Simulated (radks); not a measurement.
Results of a calculation; reference values are marked as such.
Problem. These are the eigenvalues of the occupied orbitals of an atom or ion with whole-number occupations (hartree). Code: a radial shooting solver on a logarithmic mesh with Libxc functionals. Model: scalar-relativistic Kohn-Sham, LB94 model potential, spin-unpolarised, spherical densities, finite nucleus; Fermi nuclear charge, rms radius of each element as measured or else 0.836 A^(1/3) + 0.57 fm.

| orbital | eigenvalue |
|---|---|
| 1s | -2258.211 |
| 2s | -383.2874 |
| 2p | -338.0877 |
| 3s | -86.74298 |
| 3p | -73.09720 |
| 3d | -56.42932 |
| 4s | -17.10185 |
| 4p | -12.64627 |
| 4d | -6.76890 |
| 5s | -2.22783 |
| 5p | -1.20633 |
| 4f | -0.34618 |
| 6s | -0.26033 |

Which element is it, and in what charge state? The configuration may be excited.

Solution. Z = 70, ytterbium, charge 0: Yb in [Xe] 4f14 6s2. The list shows which subshells hold electrons but not how many an open one holds; the 1s level, -2258.2 hartree, gives Z - s = 67.2 by -(Z - s)^2/2, which with screening and relativity narrows Z to a few neighbours, and the depths of the outer levels then fix element, charge and occupations together.
